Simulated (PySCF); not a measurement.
# One molecule, several mistakes: BCGeH7O

These are calculations, not measurements. They come from PySCF 2.14.0, an open-source quantum chemistry program, on an isolated molecule that a program drew, which may never have been made. The molecule is BCGeH7O (charge 0, singlet), drawn as the SMILES string `[BH2][GeH2][CH2]O`.

Each row is a Hartree-Fock (HF) and frozen-core CCSD(T) single point in the cc-pVDZ basis, meant for a local HF minimum. Run 1 is clean. Each other run has one planted mistake out of seven kinds, and not every kind appears here: one electron removed, one electron added, multiplicity raised by two, geometry at a saddle point, minimal basis STO-3G, one bond length entered in bohr, all coordinates scaled. The reference is restricted for singlets and unrestricted otherwise, and also for a bond in bohr. Adding or removing an electron swaps singlet and doublet. Electrons count all cores. HOMO and LUMO are orbital energies over both spins, the gradient is its largest component, and the lowest frequency (negative if imaginary) is given only where the gradient is small. Bond lengths are over the 10 bonds as drawn. T1 is the CCSD diagnostic: over 0.02 (restricted) or 0.045 (unrestricted) a single reference is doubtful. Germanium has the cc-pVDZ-PP basis, with a core potential (ECP10MDF) in place of its 10 inner electrons, and its 3s, 3p and 3d shells are frozen in CCSD(T).

Geometry of the clean run:
```xyz
11
BCGeH7O, angstrom
B     0.9500   -2.5679   -0.9972
Ge    0.6859   -0.8792    0.2038
C     1.1190    0.8419   -0.6821
O     1.0123    1.9452    0.1870
H     1.3938   -2.4997   -2.1098
H     0.6613   -3.6522   -0.5747
H    -0.7568   -0.8162    0.7312
H     1.6072   -0.9980    1.4381
H     0.4079    1.0135   -1.4907
H     2.1123    0.7888   -1.1433
H     1.6523    1.8607    0.8776
```

```
run  electrons  basis functions  <S^2>  HOMO (eV)  LUMO (eV)  gradient (hartree/bohr)  lowest frequency (cm^-1)  mean bond (Å)  longest bond (Å)      T1  HF (hartree)  CCSD(T) (hartree)                          mistake
  1         58              100  0.000     -10.28       1.31                  3.3e-06                        56         1.4094             2.089  0.0107    -434.81562         -435.39506                         no fault
  2         57              100  0.770     -15.80      -6.78                  6.1e-02                         -         1.4094             2.089  0.0359    -434.49430         -435.05734             one electron removed
  3         59              100  0.762      -0.73       8.52                  3.7e-02                         -         1.4094             2.089  0.0105    -434.80265         -435.40011               one electron added
  4         58              100  0.713      -9.72       1.25                  2.2e-02                         -         1.5070             2.089  0.0508    -434.69944         -435.27960  one bond length entered in bohr
  5         58              100  0.000     -10.13       1.55                  1.3e-01                         -         1.2812             1.899  0.0101    -434.71661         -435.28050           all coordinates scaled
  6         58              100  2.014      -7.52      -1.61                  5.0e-02                         -         1.4094             2.089  0.0233    -434.69709         -435.27219                                ?
```

**Which mistake was planted in run 6, and what did it cost?**

Electrons, basis and geometry are unchanged, and <S^2> is 2.014, beside S(S+1) = 2.00 for a multiplicity of 3. So the mistake is: multiplicity raised by two. Subtracting run 1 and multiplying by 627.51 kcal/mol a hartree, the energy moved by 74.4 kcal/mol in HF and 77.1 kcal/mol in CCSD(T).

Cautions from the logs. Run 4: T1 is over the limit, so its CCSD(T) energy is less reliable.
